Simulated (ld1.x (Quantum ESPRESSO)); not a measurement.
**gadolinium: variants of one TM potential**

Base potential:

- Element: gadolinium
- Generator: ld1.x (Quantum ESPRESSO) 7.5
- Type: norm-conserving Troullier–Martins (Kleinman–Bylander form)
- Functional: PBEsol
- Relativity: scalar-relativistic
- Frozen core: [Kr] 4d10 4f7
- Valence charge: 11
- Reference configuration: 5s2 5p6 5d1 6s1.5 6p0 (charge +0.5)
- Partial waves: 5p (bound): rc 1.50 bohr; 5d (bound): rc 2.05 bohr; 5s (bound): rc 1.45 bohr
- Local potential: the s channel
- Core correction: none

Occupied shells without a wave of their own: 6s. They enter only through the test configuration that unscreens the potential.

All-electron outer shells of the reference configuration (PBEsol, scalar-relativistic, ld1.x):

```
shell  level (eV)  outermost node (bohr)  outermost maximum (bohr)
   5s      -52.80                   0.65                      1.20
   5p      -30.30                   0.70                      1.35
   4f      -11.76                      –                      0.56
   6s       -6.65                   1.60                      3.29
   5d       -5.37                   0.79                      1.95
   6p       -3.43                   1.91                      4.28
```

Cutoffs, loose and tight: the cutoffs (Ry, on a coarse ladder) from which the occupation-weighted sum of valence levels, in a spherical-Bessel basis at the reference potential, stays within 10 and 1 mRy of its value at 400 Ry. They do not see the model core or the augmentation charge, which bear on the density cutoff. Test errors are all-electron minus pseudo excitation energies from the reference, over the configurations 5s2 5p6 5d1 6s2 6p0; 5s2 5p6 5d1 6s1 6p0; 5s2 5p6 5d1 6s0 6p0; 5s2 5p6 5d0 6s2 6p1; 5s1 5p6 5d1 6s2 6p0; 5s2 5p6 5d1.5 6s1.5 6p0; 5s2 5p5 5d1 6s2 6p0. A dash means not determined; rows that change the core or the reference have their own tests.

| change | outcome | cutoff, loose | cutoff, tight | bound ghosts | largest test error (meV) |
| --- | --- | --- | --- | --- | --- |
| base | generated | 70 Ry | 120 Ry | none | -180 |
| all radii scaled by about 0.76 (s 1.10, p 1.14, d 1.56 bohr) | generated | 160 Ry | 300 Ry | none | -206 |
| all radii scaled by about 0.84 (s 1.22, p 1.26, d 1.72 bohr) | generated | 100 Ry | 180 Ry | none | -191 |
| all radii scaled by about 0.96 (s 1.38, p 1.44, d 1.96 bohr) | generated | 70 Ry | 120 Ry | none | -195 |
| all radii scaled by about 1.10 (s 1.60, p 1.66, d 2.26 bohr) | generated | 60 Ry | 100 Ry | none | -316 |
| all radii scaled by about 1.22 (s 1.78, p 1.84, d 2.50 bohr) | generated, misses its reference levels by 0.32 eV | 50 Ry | 80 Ry | none | -720 |
| all radii scaled by about 1.30 (s 1.88, p 1.96, d 2.66 bohr) | generated, misses its reference levels by 0.57 eV | 40 Ry | 60 Ry | none | -1280 |
| all radii scaled by about 1.38 (s 2.00, p 2.06, d 2.82 bohr) | generated, misses its reference levels by 0.81 eV | 35 Ry | 55 Ry | none | -1823 |

Reading the sweep of the scale of all radii (base = 1) (base included, trends over the rows without a ghost): The loose cutoff falls from 160 Ry at 0.76 to 35 Ry at 1.38. A larger radius leaves more room for a smooth pseudo-wave, so fewer plane waves are needed; a smaller one forces it to follow the all-electron wave where it bends sharply. The median size of the test errors (rows with all tests solved) is not monotonic: lowest 39.9 meV at 0.96, highest 490.1 meV at 1.38.
